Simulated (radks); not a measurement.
Task: Method: non-relativistic Kohn-Sham, PBE, spin-polarised, spherical densities, point nucleus; open shells are filled with parallel spins first; computed with a radial shooting solver on a logarithmic mesh with Libxc functionals. Response by self-consistent Sternheimer equations with the Hartree and adiabatic LDA kernel. For heavy and open-shell atoms this level of theory can miss by tens of per cent. Rank N3+, Ti, Cu3+, Cl2+, Rb+, Co+ (NIST ground configurations) by static dipole polarisability, largest first.

Result: Ti 101.4, Co+ 10.68, Rb+ 9.524, Cl2+ 5.825, N3+ 2.064, Cu3+ 1.661 bohr^3.
